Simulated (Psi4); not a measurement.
Interaction energy of H2 ··· H6B3N3 (SMILES [H][H] and B1NBNBN1), singlet. Monomers: optimised at B3LYP-D3(BJ) (def2-TZVP), held rigid. Orientation: a higher rigid-body minimum at GFN2-xTB. Only R, the distance of the centres of mass, is varied, so the lowest point isn't the relaxed dimer.

Geometry at R = 3.25 Å (first 2 atoms: monomer A):
```
14

H      0.3719     0.0000     0.0000
H     -0.3719     0.0000     0.0000
B      0.4871    -3.4366    -1.0310
N     -0.2196    -2.9879    -2.1874
B      0.2914    -1.9895    -3.0706
N      1.5687    -1.4355    -2.7549
B      2.3294    -1.8376    -1.6158
N      1.7588    -2.8404    -0.7751
H      0.0352    -4.2725    -0.3106
H     -1.1187    -3.3936    -2.3889
H     -0.3216    -1.6340    -4.0297
H      1.9502    -0.7297    -3.3631
H      3.3944    -1.3571    -1.3771
H      2.2763    -3.1405     0.0347
```

Method: SAPT0/jun-cc-pVDZ, frozen core (Psi4).

Components in kcal/mol:

```tsv
R / Å	electrostatics	exchange	induction	dispersion	total
2.62	-1.65	6.00	-0.54	-2.11	1.70
2.85	-0.77	3.05	-0.27	-1.42	0.59
3.06	-0.37	1.61	-0.14	-0.99	0.12
3.25	-0.18	0.90	-0.07	-0.72	-0.07
3.46	-0.07	0.46	-0.04	-0.51	-0.15
3.63	-0.03	0.27	-0.02	-0.39	-0.17
3.93	0.00	0.10	-0.01	-0.24	-0.14
4.27	0.01	0.03	0.00	-0.14	-0.10
4.77	0.01	0.01	0.00	-0.07	-0.05
5.43	0.01	0.00	0.00	-0.03	-0.02
6.43	0.00	0.00	0.00	-0.01	-0.01
7.72	0.00	0.00	0.00	0.00	0.00
```
